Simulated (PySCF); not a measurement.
Compound: (FGaO)3 ring, F₃Ga₃O₃.
Bonds: Ga1–F2, Ga1–O3, Ga1–O9, O3–Ga4, Ga4–F5, Ga4–O6, O6–Ga7, Ga7–F8, Ga7–O9.

A linear-response calculation (PySCF, def2-SVPD basis, gas phase, vertical, core orbitals frozen in the response) gave these numbers; the functional is withheld.

Orbital energies (eV): HOMO-3 -11.66, HOMO-2 -11.66, HOMO-1 -11.40, HOMO -11.40, LUMO -2.15, LUMO+1 -0.33, LUMO+2 -0.33.

```csv
state,E (eV),f,"main configurations (H = HOMO, L = LUMO)"
S1,5.97,0.075,"H-1/H→L (≥71%), H-3/H-2→L (≥12%)"
S2,5.97,0.097,H-1/H→L (≥91%)
S3,5.97,0.0003,H-3/H-2→L (≥92%)
S4,5.98,0.024,"H-3/H-2→L (≥71%), H-1/H→L (≥15%)"
S5,6.82,0.073,H-4→L (83%)
S6,7.24,0.0000,"H-5→L (68%), H-1/H→L+1/L+2 (≥21%)"
```

Triplets, Tamm–Dancoff:

| state | E (eV) | λ (nm) | main configurations (H = HOMO, L = LUMO) |
| --- | --- | --- | --- |
| T1 | 5.35 | 231.8 | H-1/H→L (≥89%) |
| T2 | 5.35 | 231.7 | H-1/H→L (≥89%) |
| T3 | 5.59 | 221.6 | H-3/H-2→L (≥86%) |
| T4 | 5.59 | 221.6 | H-3/H-2→L (≥86%) |

Vertical ionisation energy by ΔSCF with the same functional: 12.17 eV. Mean static polarisability: 72.2 au.

Orbitals of the list HOMO-3 to LUMO+2 that lie within 0.01 eV of each other are written together with a slash and their weights summed (≥ marks a lower bound); for degenerate orbitals outside that list single weights are arbitrary.

Problem. Which of these was used?
A. CAM-B3LYP
B. HF
C. PBE
D. B3LYP

Solution. A. CAM-B3LYP is range-separated, 19% exact exchange at short range and 65% at long range (ω = 0.33 bohr⁻¹). In this run −ε(HOMO) = 11.40 eV differs from the ΔSCF value by -0.76 eV, and S1 differs from the orbital gap of 9.25 eV by -3.28 eV. The ratio −ε(HOMO)/IP is 0.94. Small neutral molecules mostly give 0.85 to 0.93 with CAM-B3LYP, 0.5 to 0.7 with PBE, 0.67 to 0.83 with B3LYP; with Hartree–Fock the ratio is 1 or more (Koopmans' value less the relaxation energy is the ΔSCF value). The other options: PBE, a GGA without exact exchange; HF, time-dependent Hartree–Fock, 100% exact exchange; B3LYP, a global hybrid with 20% exact exchange.

The calculation used TDDFT CAM-B3LYP/def2-SVPD, vertical, gas phase, core orbitals frozen in the response in PySCF. One conformer (not necessarily the lowest) at the PBE0-D3(BJ)/def2-SVP geometry, without solvent, vibrations or thermal averaging. Relativistic effects, spin–orbit coupling among them, are left out although an element past zinc is present.

Time: 7.5 min of wall time (grids of density and orbitals included); peak memory 1.7 GiB. Hardware: one thread, Arm Neoverse V1 (aarch64), no GPU (shared host).
